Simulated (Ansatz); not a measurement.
Molecule: GeF₂, net charge 1, doublet state. 
Structure (B3LYP-D3(BJ)/def2-TZVP (Ansatz, a first-principles code) minimum search):
```xyz
3

Ge     0.0047    -0.0052     0.3173
F      0.6954     1.2706    -0.5538
F     -0.7122    -1.2520    -0.5744
```
Charge +1, spin multiplicity 2.

Basis-set convergence of Hartree-Fock and CCSD(T) correlation energies (hartree) with Ansatz. Cores are frozen in the correlated levels unless marked. UHF or UKS for open shells. Spin-orbit coupling is left out. The frozen core is the preceding noble-gas configuration, with the filled d and f shells of earlier blocks. No relativistic terms.

| basis | functions | E(HF) | E(corr, CCSD(T)) |
|---|---|---|---|
| cc-pVDZ | 55 | -2273.90116 | -0.45697 |
| cc-pVTZ | 103 | -2274.05721 | -0.59798 |
| cc-pVQZ | 178 | -2274.08158 | -0.64819 |

Extrapolating the two largest sets (X = 3 and 4) as X^-3: E(corr) = (64·(-0.64819) - 27·(-0.59798))/37 = -0.6848 Eh, an estimate of the basis-set limit. The largest set recovers 94.6 % of it, the smallest 66.7 %.
